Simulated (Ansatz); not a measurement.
A structure relaxed at PBE-D4/def2-SVP in Ansatz, charge 0, doublet:

```csv
atom,x (Å),y (Å),z (Å)
B1,-0.0006,0.0008,0.0014
B2,1.0730,1.0700,-0.1555
B3,-1.0735,-1.0695,0.1558
F4,1.9852,1.9774,-0.2887
F5,-1.9841,-1.9788,0.2871
```

Problem. Give its formula and point group.

Solution. B3F2 (the lowest doublet isomer of a short search). Point group D∞h (tolerance 0.1 Å).

Problem. Summarise the bond lengths by kind (pairs closer than 1.2 times the sum of covalent radii, bridged metal pairs left out).

Solution. 2 × B–B 1.52 Å; 2 × B–F 1.29 Å.

The structure comes from a short search, and lower isomers may exist.
